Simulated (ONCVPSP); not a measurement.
# Cutoff test, As (Z = 33), ONCV

ONCVPSP 4.0.1 input, shortened (lines: element, Z, core and valence counts, functional; n l f; lmax; l rc ep ncon nbas qcut; lloc lpopt rc5 dvloc0; l nproj debl; icmod fcfact rcfact), PBEsol, scalar-relativistic:

```
  As 33.00    4    4  -116133      upf
    1    0    2.00
    2    0    2.00
    2    1    6.00
    3    0    2.00
    3    1    6.00
    3    2   10.00
    4    0    2.00
    4    1    2.50
    2
    0    1.35    0.00    3    7    4.90
    1    1.10    0.00    3    7   15.50
    2    0.75    0.00    3    8   22.00
    4    3    0.50    0.00
    0    3    2.20
    1    3    2.30
    2    2    2.00
    0    0.00    0.00
```

Q: For each optimised wave give the share of its norm inside rc, the residual kinetic energy above qcut (Ha) and the cutoffs (Ha) for errors of 10, 1, 0.1 and 0.01 mHa per electron.

A:

```json
{"wave": "4s", "norm inside rc": "0.208", "residual KE": "1.9e-04", "10 mHa": "7.2", "1 mHa": "10.1", "0.1 mHa": "18.3", "0.01 mHa": "93.5"}
{"wave": "s projector 2", "norm inside rc": "0.069", "residual KE": "2.2e-03", "10 mHa": "7.7", "1 mHa": "35.2", "0.1 mHa": "104.1", "0.01 mHa": "not reached"}
{"wave": "s projector 3", "norm inside rc": "0.081", "residual KE": "6.3e-03", "10 mHa": "11.4", "1 mHa": "108.5", "0.1 mHa": "183.0", "0.01 mHa": "not reached"}
{"wave": "3p", "norm inside rc": "0.957", "residual KE": "1.1e-09", "10 mHa": "52.1", "1 mHa": "65.4", "0.1 mHa": "77.1", "0.01 mHa": "87.4"}
{"wave": "4p", "norm inside rc": "0.044", "residual KE": "8.1e-11", "10 mHa": "38.0", "1 mHa": "53.1", "0.1 mHa": "66.9", "0.01 mHa": "79.1"}
{"wave": "p projector 3", "norm inside rc": "0.066", "residual KE": "2.6e-10", "10 mHa": "41.3", "1 mHa": "56.6", "0.1 mHa": "70.0", "0.01 mHa": "82.0"}
{"wave": "3d", "norm inside rc": "0.668", "residual KE": "3.7e-07", "10 mHa": "150.4", "1 mHa": "178.4", "0.1 mHa": "200.9", "0.01 mHa": "218.5"}
{"wave": "d projector 2", "norm inside rc": "0.033", "residual KE": "4.1e-08", "10 mHa": "113.6", "1 mHa": "150.1", "0.1 mHa": "179.4", "0.01 mHa": "202.7"}
```

The occupied waves need 178 Ha and 201 Ha for 1 and 0.1 mHa. Note: ghosts flagged at negative energy: s at -4988.3 eV, s at -157.6 eV; GHOST(+) flags only above 600 eV. A true bound ghost makes a file unfit for plane-wave use.
